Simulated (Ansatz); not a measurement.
**How methods differ on SbHF (SMILES [F][SbH])**

SbHF has 3 atoms, charge 0, and is taken as a doublet. SMILES: `[F][SbH]`. The shape is that of a PBE0-D4/def2-TZVP optimisation.

```xyz
3

F    -0.8262    1.1003   -0.3412
Sb   -0.3238   -0.7513   -0.2559
H     1.1390   -0.4137    0.5838
```

Quantity: the energy change with the Sb2–H3 bond stretched from 1.720 to 2.580 Å, in eV. The values are calculated.

```tsv
level	kind	program	value (eV)	less FCI/STO-3G	CPU time (all runs)
USVWN5/STO-3G	LDA	Ansatz	2.64	+0.29	2.6 s
U-revPBE/STO-3G	GGA	Ansatz	2.44	+0.09	4.7 s
U-r2SCAN0/STO-3G	hybrid meta-GGA	Ansatz	2.77	+0.42	22 s
U-wB97X/STO-3G	range-separated hybrid	Ansatz	3.01	+0.66	22 s
UCAM-B3LYP/STO-3G	range-separated hybrid	Ansatz	2.90	+0.55	8 s
RPA@PBE/STO-3G	RPA	Ansatz	2.55	+0.20	5.2 s
UMP2/STO-3G	perturbation theory	Ansatz	2.69	+0.34	2.7 s
UCCSDT(Q)/STO-3G	coupled cluster or CI	Ansatz	2.35	0.00	3.9 s
FCI/STO-3G	exact in the basis	Ansatz	2.35	0.00	3.1 s
```

FCI/STO-3G is exact within its basis and frozen core, so for wave-function methods in that basis the difference is their error; functionals converge differently with the basis, so for them it is only a difference. All-electron rows without a relativistic Hamiltonian named are non-relativistic. The first shape isn't each level's own minimum. The values span 2.35 to 3.01 eV. Spin contamination of the reference (⟨S²⟩ at least 0.1 too high) touches U-r2SCAN0/STO-3G, U-wB97X/STO-3G, UCAM-B3LYP/STO-3G, UMP2/STO-3G, UCCSDT(Q)/STO-3G. All rows use very small basis sets, so none should be taken for the real molecule's value. In the correlated wave-function rows the outer d shell of Sb is correlated, in sets not made for it. In so small a basis fixed costs decide the times, and correlated methods can beat functionals. CPU times are rough (shared hosts, several kinds of processor and program).
